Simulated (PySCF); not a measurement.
Ge2H6, SMILES [GeH3][GeH3] (connectivity only; charge and spin as stated), charge +1, multiplicity 2.

The structure is a stationary point at B3LYP-D3(BJ)/def2-TZVP. The multiplicity is an assumed one; no other spin state was optimised.

Two levels are set side by side: PBE/def2-TZVPD (PySCF) and M06-2X/def2-TZVPD (PySCF). Same geometry, gas phase. Differences are taken from unrounded values.

```json
[
 {"quantity": "α-spin orbital gap (eV)", "PBE": "4.96"},
 {"quantity": "β-spin orbital gap (eV)", "PBE": "3.01"},
 {"quantity": "mean polarisability (bohr³)", "PBE": "63.8"}
]
```

These are the PBE values. What does M06-2X give? (The exact figures need the calculation; the answer reports its results.)


```tsv
quantity	M06-2X	PBE minus M06-2X
α-spin orbital gap (eV)	8.26	-3.30
β-spin orbital gap (eV)	7.37	-4.37
mean polarisability (bohr³)	64.4	-0.6
```

Rough cost on one machine, each run with all the roots and properties that it gave: M06-2X against PBE within a factor of 2.
